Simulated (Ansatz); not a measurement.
Geometry optimisation, RKS PBE-D4/def2-SVP (Ansatz 0.2.0).

The input (input.yaml):

```yaml
crystal:
  periodic: [false, false, false]
  atoms:
    - { symbol: O, position_ang: [0.9378, -2.3421, 0.4732] }
    - { symbol: Al, position_ang: [1.0624, -0.6077, -0.225] }
    - { symbol: F, position_ang: [2.5262, -0.1456, -1.1351] }
    - { symbol: Sn, position_ang: [-0.8002, 1.1676, 0.0956] }
    - { symbol: F, position_ang: [-2.5004, 0.4753, -0.7363] }
    - { symbol: Cl, position_ang: [-1.2372, 1.5213, 2.3984] }
    - { symbol: H, position_ang: [0.487, -2.8122, -0.2618] }
    - { symbol: H, position_ang: [-0.3834, 2.6863, -0.6648] }
basis:
  gaussian: { orbitals: def2-SVP }
hamiltonian:
  xc: pbe
  dispersion: d4
relax:
  f_tol: 0.02
  max_steps: 50
```

Launched with:

```bash
$ ansatz run input.yaml --threads 2 --pin off --max-ram 3072MiB --backend cpu --events-out ev --progress --plain --runs-dir out
```

Where does it end, and by what steps?

It converged. After 17 steps the energy has fallen by 0.724 eV; H7 moved furthest, 0.70 Å.

```
step  energy less start (eV)  largest force component (eV/Å)  accepted
   0                  0.0000                           2.533       yes
   1                 -0.3795                           1.535       yes
   2                 -0.4889                           0.944       yes
   3                 -0.5013                           0.571       yes
   4                 -0.5758                           0.379       yes
   5                 -0.6054                           0.461       yes
   6                 -0.6123                           0.549       yes
   7                 -0.5406                           2.324        no
   8                 -0.6217                           0.236       yes
   9                 -0.6238                           0.624       yes
  10                 -0.6353                           0.241       yes
  11                 -0.6460                           1.457       yes
  12                 -0.6515                           1.471       yes
  13                 -0.6826                           0.575       yes
  14                 -0.7026                           0.434       yes
  15                 -0.7178                           0.154       yes
  16                 -0.7191                           0.122       yes
  17                 -0.7240                           0.008       yes
```

```xyz
8
Properties=species:S:1:pos:R:3
O 0.505 -2.245 0.130
Al 0.993 -0.686 -0.338
F 2.511 -0.330 -0.956
Sn -0.758 1.272 -0.006
F -2.472 0.678 -0.760
Cl -1.132 1.403 2.340
H 1.044 -3.051 0.097
H -0.599 2.902 -0.562
```

Run time: 48 s on 2 threads of Intel(R) Xeon(R) Platinum 8488C (Sapphire Rapids) (shared host), peak memory 0.2 GiB.
